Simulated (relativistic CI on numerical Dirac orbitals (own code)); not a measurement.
# What each ingredient does to the levels of W¹⁰⁺

Base calculation: Dirac-Coulomb-Breit CI, orbitals from a KLI potential per configuration, model QED (radiative potential, 1s self-energy scaled to tabulated hydrogen-like ionisation energies), unscaled Slater integrals.

Configurations in the expansion (outside the closed core [Kr] 4d10): 4f14 5s2 5p2, 4f13 5s2 5p3, 4f14 5s 5p3, 4f14 5s2 5p 5d, 4f14 5s 5p2 5d, 4f13 5s2 5p2 5d, 4f14 5s2 5p 5f, 4f14 5s2 5p 6s, 4f14 5s2 5p 5g, 4f13 5s2 5p2 6s, 4f14 5s 5p2 5f, 4f14 5s2 5p 6p, 4f13 5s2 5p2 6p, 4f14 5p3 5d, 4f14 5s 5p2 5g, 4f13 5s2 5p2 5f, 4f14 5s 5p 5d2, 4f14 5s2 5d 6p, 4f14 5s2 5p 6d, 4f14 5s2 5d 5f, 4f14 5p4, 4f13 5p5, 4f13 5p4 5d, 4f14 5s2 5d2, 4f14 5s 5d3, 4f13 5s2 5d3, 4f14 5p2 5d2, 4f13 5p3 5d2, 4f14 5p 5d3, 4f13 5p2 5d3, 4f14 5p 5d2 5f, 4f14 5s2 5f2, 4f14 5s 5d 5f2, 4f13 5s2 5d 5f2, 4f14 5s2 5d 6s, 4f14 5s 5d2 6s, 4f13 5s2 5d2 6s. Double excitations out of closed p, d and f shells are left out; levels of such configurations are missing from the list, as are those of other unlisted configurations, and high levels can miss mixing partners. Some configurations lack a partner that the ground configuration has and come out too high, among them 4f13 5s2 5p2 6s, 4f13 5s2 5p2 6p, 4f13 5s2 5p2 5f, 4f14 5s 5p2 5f, 4f14 5s 5p2 5g.

The lowest level and the first level of each name with at least 55 % of one term (blank where a level has no safe partner in the second run):

```tsv
Level	Base (cm⁻¹)	Shift (cm⁻¹)
4f14 5s2 5p2 3P_0	0	0
4f14 5s2 5p2 3P_1	83186	-150
4f13 5s2 5p3 3G_3	168374	-11198
4f13 5s2 5p3 3H_6	169816	-11363
4f13 5s2 5p3 1P_1	171693	-11146
4f13 5s2 5p3 3P_0	192272	-10123
4f13 5s2 5p3 3P_1	194611	-11074
4f14 5s2 5p2 1S_0	224358	+4799
4f14 5s 5p3 5S°_2	318614	-2521
4f14 5s 5p3 3D°_3	422181	+13766
4f14 5s 5p3 3P°_0	447775	+8741
```

At this charge transitions that keep the count of f electrons are usually good to a few per cent. Levels and lines within the n = 5 or 6 shells can be off by up to 10 % or somewhat more, and those that change n by about 2 %, since core polarisation is missing. Levels that differ in their count of f electrons can be misplaced by several ten thousand cm⁻¹, since the correlation energy of f electrons is missing or only estimated; rates across such gaps can be off by orders of magnitude.

Task: One thing was changed in a second run, which moved the levels as shown. Which?
A. Breit term removed
B. only the first 3 configurations
C. QED terms removed
D. one mean potential for all configurations

Result: B. Only the first 3 configurations. With fewer configurations the levels that remain lose their mixing partners.

LS names give the leading component of a level, which can be under half, so a name can repeat, a term be missing and a line seem to break the LS rules.
